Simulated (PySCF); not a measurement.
Isomers of C6H5ClO2S2, mass 207.942 u with the commonest isotopes. Method: PBE0/pcSseg-1 in PySCF (dipole) on a GFN2-xTB geometry, gas phase. One conformer each, none proved a minimum here; rigid rotors.

Problem. Order these by rotational constant B, largest first.
A. `[CH2:1]=[CH:2][c:3]1[cH:4][cH:5][c:6]([S:7](=[O:8])(=[O:9])[Cl:10])[s:11]1` with C1–C2–C3–C4 -179°, C5–C6–S7–O8 -158°
B. `[CH2:1]=[CH:2][c:3]1[cH:4][cH:5][s:6][c:7]1[S:8](=[O:9])(=[O:10])[Cl:11]` with C1–C2–C3–C4 9°, S6–C7–S8–O9 149°
C. `[CH2:1]=[CH:2][c:3]1[cH:4][s:5][c:6]([S:7](=[O:8])(=[O:9])[Cl:10])[cH:11]1` with C1–C2–C3–C4 177°, S5–C6–S7–O8 -160°

Solution. B (710.7 MHz), C (474.6 MHz), A (439.2 MHz).

Problem. Order these by rotational constant A, largest first.
A. `[CH2:1]=[CH:2][c:3]1[cH:4][cH:5][c:6]([S:7](=[O:8])(=[O:9])[Cl:10])[s:11]1` with C1–C2–C3–C4 -179°, C5–C6–S7–O8 -158°
B. `[CH2:1]=[CH:2][c:3]1[cH:4][cH:5][s:6][c:7]1[S:8](=[O:9])(=[O:10])[Cl:11]` with C1–C2–C3–C4 9°, S6–C7–S8–O9 149°
C. `[CH2:1]=[CH:2][c:3]1[cH:4][s:5][c:6]([S:7](=[O:8])(=[O:9])[Cl:10])[cH:11]1` with C1–C2–C3–C4 177°, S5–C6–S7–O8 -160°

Solution. A (1693 MHz), C (1345 MHz), B (995.2 MHz).

Problem. Order these by out-of-plane moment Σ m c² = (Ia + Ib − Ic)/2, largest first.
A. `[CH2:1]=[CH:2][c:3]1[cH:4][s:5][c:6]([S:7](=[O:8])(=[O:9])[Cl:10])[cH:11]1` with C1–C2–C3–C4 177°, S5–C6–S7–O8 -160°
B. `[CH2:1]=[CH:2][c:3]1[cH:4][cH:5][c:6]([S:7](=[O:8])(=[O:9])[Cl:10])[s:11]1` with C1–C2–C3–C4 -179°, C5–C6–S7–O8 -158°
C. `[CH2:1]=[CH:2][c:3]1[cH:4][cH:5][s:6][c:7]1[S:8](=[O:9])(=[O:10])[Cl:11]` with C1–C2–C3–C4 9°, S6–C7–S8–O9 149°

Solution. B (119.22 u·Å²), A (118.22 u·Å²), C (115.75 u·Å²).

```json
{"SMILES": "C=Cc1ccc(S(=O)(=O)Cl)s1", "point group": "C1", "Ia (u·Å²)": "298.49", "Ib (u·Å²)": "1150.57", "Ic (u·Å²)": "1210.62", "κ": "-0.97", "μa (D)": "5.27", "μb (D)": "1.32", "μc (D)": "1.66"}
{"SMILES": "C=Cc1ccsc1S(=O)(=O)Cl", "point group": "C1", "Ia (u·Å²)": "507.79", "Ib (u·Å²)": "711.08", "Ic (u·Å²)": "987.37", "κ": "-0.18", "μa (D)": "5.09", "μb (D)": "0.07", "μc (D)": "1.60"}
{"SMILES": "C=Cc1csc(S(=O)(=O)Cl)c1", "point group": "C1", "Ia (u·Å²)": "375.71", "Ib (u·Å²)": "1064.79", "Ic (u·Å²)": "1204.06", "κ": "-0.88", "μa (D)": "4.95", "μb (D)": "0.76", "μc (D)": "1.52"}
```
